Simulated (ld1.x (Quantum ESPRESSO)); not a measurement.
# Ranking PAW potentials for Pt

All share these settings but for the change named:

```json
{
  "Element": "Pt (Z = 78)",
  "Generator": "ld1.x (Quantum ESPRESSO) 7.5",
  "Type": "PAW",
  "Functional": "Wu–Cohen",
  "Relativity": "scalar-relativistic",
  "Frozen core": "[Xe] 4f14",
  "Valence charge": "10",
  "Reference configuration": "5d8.5 6s0 6p0 (charge +1.5)",
  "Partial waves": "6s (bound, empty): rcut 1.85, rcutus 2.15 bohr; 6s channel at -0.55 Ry: rcut 1.85, rcutus 2.15 bohr; 6p (bound, empty): rcut 1.80, rcutus 2.50 bohr; 6p channel at -0.35 Ry: rcut 1.80, rcutus 2.50 bohr; 5d (bound): rcut 2.35, rcutus 2.50 bohr; 5d channel at 2.75 Ry: rcut 2.35, rcutus 2.50 bohr",
  "Local potential": "all-electron potential smoothed inside 1.75 bohr (lloc = -2)",
  "Core correction": "Bessel-smoothed model core, default radius (core density twice the valence density)",
  "Augmentation charge": "GAUSS, radius 1.35 bohr"
}
```

Cutoff: the first of the cutoffs (Ry, on a coarse ladder) from which the occupation-weighted sum of valence levels, in a spherical-Bessel basis at the reference potential, stays within 10 and 1 mRy of its value at 400 Ry; the density cutoff is not measured.

The base gives 18 Ry.

Of 11 variants that were run, those that failed, showed a ghost or another fault, or gave nearly equal values are left out.

A variant can come out equal or close to the base.

Q: Rank these variants from softest to hardest (loose cutoff).
A. waves 5d (bound): rcut 2.35, rcutus 3.50 bohr; 5d channel at 2.75 Ry: rcut 2.35, rcutus 3.50 bohr
B. all radii but the core radius scaled by about 1.18 (s 2.54, p 2.96, d 2.96 bohr, rcut 2.20/2.14/2.78); local potential all-electron potential smoothed inside 2.08 bohr (lloc = -2); augmentation GAUSS, radius 1.60 bohr
C. waves 6p (bound): rcut 1.80, rcutus 3.74 bohr; 6p channel at -0.35 Ry: rcut 1.80, rcutus 3.74 bohr

A: A (8 Ry), B (12 Ry), C (18 Ry).
